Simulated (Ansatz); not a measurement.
Species: H3AlBr2Si, SMILES `[SiH3][Al]([Br])[Br]` (charge 0, multiplicity 1), formula H3AlBr2Si.

Problem. How many basis functions does Ansatz (an electronic-structure program) with frozen-core CCSD(T)/cc-pVTZ // B3LYP-D3(BJ)/def2-TZVP use, how many core orbitals are frozen, and how many electrons are correlated?

Solution. 196 basis functions and 28 frozen orbitals, which leaves 44 correlated electrons (filled d shells below the valence shell are correlated). Core time is of the order of minutes.
